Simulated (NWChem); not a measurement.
The numbers come from NWChem runs, not from measurements. System: CClF2, charge 1, spin multiplicity 1, at the geometry of a parent with another charge or spin, in a state set for the comparison that need not be this species' ground state. Level: RHF/def2-TZVP.

The NWChem input:

```
start mol
memory heap 200 mb stack 900 mb global 1100 mb
charge 1
geometry units angstroms nocenter noautoz
  F      1.053206    -0.077973    -1.079343
  C      0.426595     0.323584     0.000000
  F      1.053206    -0.077973     1.079343
  Cl    -1.265722    -0.031647     0.000000
  symmetry group Cs
end
basis spherical
  * library def2-tzvp
end
scf
  rhf
  nopen 0
  maxiter 100
  thresh 1e-7
  semidirect memsize 60000000 filesize 0
end
task scf energy
```

Output (cleaned and shortened):

```
             Northwest Computational Chemistry Package (NWChem) 7.3.0
             --------------------------------------------------------

                                NWChem Input Module
                                -------------------

 Scaling coordinates for geometry "geometry" by  1.889725989
 (inverse scale =  0.529177249)

 Turning off AUTOSYM since
 SYMMETRY directive was detected!

                             Geometry "geometry" -> ""
                             -------------------------

 Output coordinates in angstroms (scale by  1.889725989 to convert to a.u.)

  No.       Tag          Charge          X              Y              Z
 ---- ---------------- ---------- -------------- -------------- --------------
    1 F                    9.0000     1.05320600    -0.07797300    -1.07934300
    2 C                    6.0000     0.42659500     0.32358400     0.00000000
    3 F                    9.0000     1.05320600    -0.07797300     1.07934300
    4 Cl                  17.0000    -1.26572200    -0.03164700     0.00000000

 Effective nuclear repulsion energy (a.u.)     157.9593080869

            Nuclear Dipole moment (a.u.)
            ----------------------------
        X                 Y               Z
 ---------------- ---------------- ----------------
     0.0000075589    -0.0000170075     0.0000000000

      Symmetry information
      --------------------

 Group name             Cs
 Group number              2
 Group order               2
 No. of unique centers     3

      Symmetry unique atoms

     1    2    4


 Summary of "ao basis" -> "" (spherical)
 ------------------------------------------------------------------------------
       Tag                 Description            Shells   Functions and Types
 ---------------- ------------------------------  ------  ---------------------
 *                         def2-tzvp                  on all atoms

 Summary of "ao basis" -> "ao basis" (spherical)
 ------------------------------------------------------------------------------
       Tag                 Description            Shells   Functions and Types
 ---------------- ------------------------------  ------  ---------------------
 F                         def2-tzvp                11       31   5s3p2d1f
 C                         def2-tzvp                11       31   5s3p2d1f
 Cl                        def2-tzvp                13       37   5s5p2d1f

                                 NWChem SCF Module
                                 -----------------

  ao basis        = "ao basis"
  functions       =   130
  atoms           =     4
  closed shells   =    20
  open shells     =     0
  charge          =   1.00
  wavefunction    = RHF
  use symmetry    = T
  symmetry adapt  = T

 Summary of "ao basis" -> "ao basis" (spherical)
 ------------------------------------------------------------------------------
       Tag                 Description            Shells   Functions and Types
 ---------------- ------------------------------  ------  ---------------------
 F                         def2-tzvp                11       31   5s3p2d1f
 C                         def2-tzvp                11       31   5s3p2d1f
 Cl                        def2-tzvp                13       37   5s5p2d1f

      Symmetry analysis of basis
      --------------------------

        a'         77
        a"         53

 Forming initial guess at       0.1s

      Superposition of Atomic Density Guess
      -------------------------------------
[...]
       -----------------------------------------------

  Numbering of irreducible representations:

     1 a'          2 a"

  Orbital symmetries:

     1 a'          2 a"          3 a'          4 a'          5 a'
     6 a'          7 a'          8 a"          9 a'         10 a"
    11 a'         12 a'         13 a"         14 a'         15 a'
    16 a"         17 a"         18 a'         19 a'         20 a"
    21 a'         22 a'         23 a'         24 a"         25 a'
    26 a'         27 a"         28 a'         29 a'         30 a'

             Final eigenvalues
             -----------------

              1
    1 -105.1914
    2  -26.6823
    3  -26.6823
    4  -11.8879
    5  -10.9147
    6   -8.3812
    7   -8.3789
    8   -8.3785
    9   -2.0327
   10   -1.9625
   11   -1.4712
   12   -1.2351
   13   -1.1225
   14   -1.0897
   15   -1.0719
   16   -0.9909
   17   -0.9793
   18   -0.9201
   19   -0.7851
   20   -0.7804
   21   -0.3122
   22   -0.0851
   23   -0.0086
   24   -0.0009
   25    0.0382
   26    0.0751
   27    0.1554
   28    0.1665
   29    0.2451
   30    0.2704

                       ROHF Final Molecular Orbital Analysis
                       -------------------------------------

 Vector   18  Occ=2.000000D+00  E=-9.201089D-01  Symmetry=a'
              MO Center= -1.7D-01,  3.0D-02,  8.6D-15, r^2= 2.4D+00
   Bfn.  Coefficient  Atom+Function         Bfn.  Coefficient  Atom+Function
  ----- ------------  ---------------      ----- ------------  ---------------
   108      0.310260  4 Cl px                 6      0.223291  1 F  px
    68      0.223291  3 F  px                37     -0.214290  2 C  px
     9      0.196033  1 F  px                71      0.196033  3 F  px
    97     -0.194439  4 Cl s                 40     -0.185581  2 C  px
    35      0.175171  2 C  s                 98     -0.170478  4 Cl s

 Vector   19  Occ=2.000000D+00  E=-7.850960D-01  Symmetry=a'
              MO Center= -1.0D+00,  1.4D-02,  9.6D-15, r^2= 1.4D+00
   Bfn.  Coefficient  Atom+Function         Bfn.  Coefficient  Atom+Function
  ----- ------------  ---------------      ----- ------------  ---------------
   109      0.520099  4 Cl py               112      0.253214  4 Cl py
   106      0.231289  4 Cl py               108     -0.198593  4 Cl px
   100     -0.183154  4 Cl py

 Vector   20  Occ=2.000000D+00  E=-7.803747D-01  Symmetry=a"
              MO Center= -1.2D+00, -2.0D-02, -7.4D-15, r^2= 1.3D+00
   Bfn.  Coefficient  Atom+Function         Bfn.  Coefficient  Atom+Function
  ----- ------------  ---------------      ----- ------------  ---------------
   110      0.585440  4 Cl pz               113      0.285164  4 Cl pz
   107      0.263821  4 Cl pz               101     -0.206148  4 Cl pz

 Vector   21  Occ=0.000000D+00  E=-3.122336D-01  Symmetry=a'
              MO Center=  1.6D-01,  4.8D-01,  1.7D-14, r^2= 1.9D+00
   Bfn.  Coefficient  Atom+Function         Bfn.  Coefficient  Atom+Function
  ----- ------------  ---------------      ----- ------------  ---------------
    36      0.381122  2 C  s                 41      0.373142  2 C  py
    38      0.348312  2 C  py                35      0.305214  2 C  s
   112     -0.235046  4 Cl py               109     -0.219577  4 Cl py
    44      0.211408  2 C  py                 7     -0.158443  1 F  py
    69     -0.158443  3 F  py                13     -0.154473  1 F  py

 Vector   22  Occ=0.000000D+00  E=-8.514701D-02  Symmetry=a'
              MO Center= -8.7D-01,  9.1D-02, -1.3D-14, r^2= 2.4D+00
   Bfn.  Coefficient  Atom+Function         Bfn.  Coefficient  Atom+Function
  ----- ------------  ---------------      ----- ------------  ---------------
    35      0.860845  2 C  s                111     -0.710422  4 Cl px
    40     -0.427338  2 C  px                98     -0.426712  4 Cl s
   108     -0.297512  4 Cl px                37     -0.295816  2 C  px
    44     -0.204751  2 C  py                36     -0.182080  2 C  s
    41     -0.173789  2 C  py               105     -0.155810  4 Cl px

 Vector   23  Occ=0.000000D+00  E=-8.641499D-03  Symmetry=a'
              MO Center=  5.8D-01,  8.2D-02,  6.1D-16, r^2= 4.4D+00
   Bfn.  Coefficient  Atom+Function         Bfn.  Coefficient  Atom+Function
  ----- ------------  ---------------      ----- ------------  ---------------
    36      2.816266  2 C  s                  5     -1.084634  1 F  s
    67     -1.084634  3 F  s                 98     -0.758333  4 Cl s
   111     -0.533660  4 Cl px                44     -0.442211  2 C  py
    41     -0.417541  2 C  py                14     -0.343077  1 F  pz
    76      0.343077  3 F  pz                43      0.210493  2 C  px

 center of mass
 --------------
 x =   0.01949996 y =  -0.00414519 z =   0.00000000

 moments of inertia (a.u.)
 ------------------
         163.510704621883           0.218696686481           0.000000000000
           0.218696686481         516.411311877657           0.000000000000
           0.000000000000           0.000000000000         363.771679786057

  Mulliken analysis of the total density
  --------------------------------------

    Atom       Charge   Shell Charges
 -----------   ------   -------------------------------------------------------
    1 F    9     9.02   0.77  1.20  0.61  1.03  0.31  2.21  2.23  0.64  0.00  0.02  0.00
    2 C    6     5.31   0.86  1.12  0.54  0.59 -0.01  0.94  0.90  0.03  0.06  0.26  0.03
    3 F    9     9.02   0.77  1.20  0.61  1.03  0.31  2.21  2.23  0.64  0.00  0.02  0.00
    4 Cl  17    16.65   2.01  0.45  1.51  1.16  0.80  4.18  1.69  1.03  2.73  1.01  0.02  0.04  0.01

       Multipole analysis of the density wrt the origin
       ------------------------------------------------

     L   x y z        total         open         nuclear
     -   - - -        -----         ----         -------
     0   0 0 0      1.000000      0.000000     41.000000

     1   1 0 0     -0.236075      0.000000      0.000008
     1   0 1 0      0.481275      0.000000     -0.000017
     1   0 0 1      0.000000      0.000000      0.000000

     2   2 0 0    -13.807196      0.000000    172.457975
     2   1 1 0      1.324564      0.000000      0.110716
     2   1 0 1      0.000000      0.000000      0.000000
     2   0 2 0    -17.097424      0.000000      2.695089
     2   0 1 1      0.000000      0.000000      0.000000
     2   0 0 2    -18.389692      0.000000     74.884017

 Task  times  cpu:        4.4s     wall:        4.4s

 Total times  cpu:        4.4s     wall:        4.4s
```
